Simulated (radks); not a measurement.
Fractional charge and spin in the 5s shell of tellurium: the spin-up occupation runs from 0 to 1 and the spin-down occupation from 0 to 1; the fullest corner is Te+, [Kr] 4d10 5p(up 1.5, down 1.5) 5s(up 1, down 1). Calculated with a radial shooting solver on a logarithmic mesh with Libxc functionals: scalar-relativistic Kohn-Sham, PBE, spin-polarised, spherical densities, finite nucleus; Fermi nuclear charge, rms radius of each element as measured or else 0.836 A^(1/3) + 0.57 fm. Energy (eV) above the fullest corner. The planes named below are the two flat planes that join the four corners, with an edge along up + down = one added electron.

down \ up       0     0.5       1
0          67.212  46.403  28.167
0.5        46.403  28.402  12.888
1          28.167  12.888   0.000

Corners above the fullest one (they belong to Te2+ and the next ion): (up 1, down 0) 28.167 eV, (up 0, down 1) 28.167 eV, (up 0, down 0) 67.212 eV. With half an added electron in each spin the energy lies 0.235 eV from the planes, and with half an added electron in spin up alone -1.287 eV. The planes are only a guide here: the flat-plane condition holds for ground states with one frontier orbital, while this shell lies below other occupied shells, so the corners above the fullest one are inner-hole states and not the ground states of those ions.
